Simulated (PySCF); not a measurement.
C10H14.
Numbering: `[CH2:1]=[CH:2][C@:3]1([CH:4]2[CH2:5][CH2:6][CH2:7]2)[CH2:8][C:9]1=[CH2:10]`

Cartesian coordinates in Å at the GFN2-xTB level; atoms count from 1:
```xyz
24
C10H14 angstrom
C     -1.1376    2.8276   -0.2630
C     -0.1175    1.9909   -0.3596
C     -0.2317    0.5233   -0.5318
C      1.0699   -0.2205   -0.3140
C      1.6467   -0.1742    1.1154
C      1.8829   -1.6898    1.0533
C      1.0283   -1.7572   -0.2206
C     -1.1860    0.0003   -1.6129
C     -1.5081   -0.1335   -0.1945
C     -2.3416   -0.5355    0.7290
H     -0.9908    3.8879   -0.1512
H     -2.1595    2.4859   -0.2865
H      0.8969    2.3664   -0.3168
H      1.8014    0.1163   -1.0544
H      2.5298    0.4452    1.2588
H      0.8934    0.1063    1.8489
H      1.5169   -2.2639    1.9018
H      2.9254   -1.9485    0.8779
H      1.4604   -2.2994   -1.0596
H      0.0263   -2.1360   -0.0286
H     -0.8853   -0.8794   -2.1647
H     -1.7255    0.7281   -2.2033
H     -2.1343   -0.3997    1.7784
H     -3.2724   -1.0209    0.4799
```

NICS = −σ at a ghost point: NICS(0) at the centroid of the ring atoms, NICS(1) 1 Å to either side along the normal of their mean plane, zz for the tensor component along that normal. Level: GIAO PBE0/pcSseg-1 (PySCF, non-relativistic, gas phase) on the GFN2-xTB geometry, one conformer.

Ring bond lengths (Å), with Mayer bond orders in brackets: C3–C8 1.534 (0.90), C8–C9 1.461 (0.92), C9–C3 1.475 (0.88); C4–C5 1.542 (1.00), C5–C6 1.535 (1.05), C6–C7 1.535 (1.05), C7–C4 1.540 (1.02).

Problem. What do the NICS probes read (ppm)?

Solution. 
| ring | type | NICS(0) | NICS(1), two faces | NICS(1)zz, two faces | rms pucker (Å) | centre to ring atoms, mean (Å) |
| --- | --- | --- | --- | --- | --- | --- |
| C3–C8–C9 | 3-membered carbocycle; formal bonds all single | -30.8 | -8.6 / -6.8 | -21.4 / -21.0 | 0.00 | 0.86 |
| C4–C5–C6–C7 | 4-membered carbocycle; formal bonds all single | 0.0 | -0.1 / -0.8 | 3.6 / 4.5 | 0.08 | 1.08 |

Problem. What do they say, and how far can they be read as aromaticity?

Solution. 
- C3–C8–C9: mean NICS(1)zz -21.2 ppm, shielded. C3, C8 have four or more neighbours, and the NICS criterion for π rings isn't applied. NICS(0) lies 23 ppm below the mean NICS(1).
- C4–C5–C6–C7: mean NICS(1)zz 4.0 ppm, deshielded. C4, C5, C6, C7 have four or more neighbours, and the NICS criterion for π rings isn't applied.

Problem. What are the shieldings of the ring atoms and their hydrogens in the same run (means over atoms taken as equivalent)?

Solution. 
| atoms | environment | σ isotropic (ppm) | principal values of the symmetric part, first atom (ppm) |
| --- | --- | --- | --- |
| C3 | allylic carbon | 154.1 | 116.1, 140.8, 205.2 |
| C4 | four-membered-ring carbon | 148.4 | 131.9, 153.6, 159.5 |
| C5 | four-membered-ring carbon | 159.5 | 148.2, 149.9, 180.5 |
| C6 | four-membered-ring carbon | 170.5 | 161.1, 168.8, 181.6 |
| C7 | four-membered-ring carbon | 165.5 | 151.3, 161.1, 184.0 |
| C8 | allylic carbon | 163.7 | 132.1, 161.4, 197.7 |
| C9 | fully substituted alkene carbon | 35.6 | -60.7, -15.6, 183.1 |
| H14 | methine hydrogen | 28.82 | 25.2, 28.7, 32.5 |
| H15 | methylene hydrogen | 29.53 | 25.6, 27.3, 35.7 |
| H16 | methylene hydrogen | 29.88 | 27.0, 29.6, 33.1 |
| H17 | methylene hydrogen | 30.03 | 25.8, 27.3, 37.0 |
| H18 | methylene hydrogen | 29.77 | 26.6, 26.8, 35.9 |
| H19 | methylene hydrogen | 30.02 | 25.7, 27.8, 36.6 |
| H20 | methylene hydrogen | 29.98 | 25.7, 31.6, 32.6 |

The list is cut; further classes of hydrogen are left out.

The run took 47 s on an Arm Neoverse V2 with one thread, on a shared host, and the process peaked at 1.0 GiB of memory. This is the whole shielding run at PBE0/pcSseg-1, SCF included.
